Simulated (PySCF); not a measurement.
# UHF on Fe⁺ (iron, charge +1)

Configuration: [Ar] 3d6 4s1, high-spin 6D determinant. Computed with PySCF 2.14 in x2c-SVPall, with scalar relativity by spin-free X2C-1e.

| Quantity | Value |
| --- | --- |
| Total energy | -1270.894402 hartree |
| One-electron energy | -1747.6366 hartree |
| Hartree (Coulomb) energy | 531.5837 hartree |
| Exchange energy | -54.8415 hartree |
| ⟨S²⟩ | 8.7522 |
| ⟨L²⟩ | 6.014 |
| Sum of ⟨r⟩ | 18.13 bohr |
| Sum of ⟨r²⟩ | 25.40 bohr² |
| Traceless quadrupole moment −½Σ⟨3z² − r²⟩ along its main axis | 0.347 e·bohr² |
| Langevin diamagnetic susceptibility | -20.1 ×10⁻⁶ cm³/mol |
| Time after the integrals | 0.1 s of wall time on 1 thread of Neoverse-V2 (shared host) |

```json
{"shell": "1s α", "electrons": "1", "mean orbital energy (hartree)": "-263.97157", "spread (hartree)": "0", "rms radius, mean of both spins (bohr)": "0.0675"}
{"shell": "1s β", "electrons": "1", "mean orbital energy (hartree)": "-263.96618", "spread (hartree)": "0", "rms radius, mean of both spins (bohr)": "0.0675"}
{"shell": "2s α", "electrons": "1", "mean orbital energy (hartree)": "-32.80529", "spread (hartree)": "0", "rms radius, mean of both spins (bohr)": "0.288"}
{"shell": "2s β", "electrons": "1", "mean orbital energy (hartree)": "-32.68215", "spread (hartree)": "0", "rms radius, mean of both spins (bohr)": "0.288"}
{"shell": "2p α", "electrons": "3", "mean orbital energy (hartree)": "-27.87839", "spread (hartree)": "0.03456", "rms radius, mean of both spins (bohr)": "0.260"}
{"shell": "2p β", "electrons": "3", "mean orbital energy (hartree)": "-27.75906", "spread (hartree)": "0.00103", "rms radius, mean of both spins (bohr)": "0.260"}
{"shell": "3s α", "electrons": "1", "mean orbital energy (hartree)": "-4.73996", "spread (hartree)": "0", "rms radius, mean of both spins (bohr)": "0.872"}
{"shell": "3s β", "electrons": "1", "mean orbital energy (hartree)": "-4.37917", "spread (hartree)": "0", "rms radius, mean of both spins (bohr)": "0.872"}
{"shell": "3p α", "electrons": "3", "mean orbital energy (hartree)": "-3.28396", "spread (hartree)": "0.07555", "rms radius, mean of both spins (bohr)": "0.937"}
{"shell": "3p β", "electrons": "3", "mean orbital energy (hartree)": "-2.85800", "spread (hartree)": "0.05212", "rms radius, mean of both spins (bohr)": "0.937"}
{"shell": "3d α", "electrons": "5", "mean orbital energy (hartree)": "-0.98546", "spread (hartree)": "0.08816", "rms radius, mean of both spins (bohr)": "1.22"}
{"shell": "3d β", "electrons": "1", "mean orbital energy (hartree)": "-0.77769", "spread (hartree)": "0", "rms radius, mean of both spins (bohr)": "1.22"}
{"shell": "4s α", "electrons": "1", "mean orbital energy (hartree)": "-0.56467", "spread (hartree)": "0", "rms radius, mean of both spins (bohr)": "3.02"}
```

Densities and radii are taken from the X2C orbitals without a picture-change correction, which distorts them close to the nucleus.
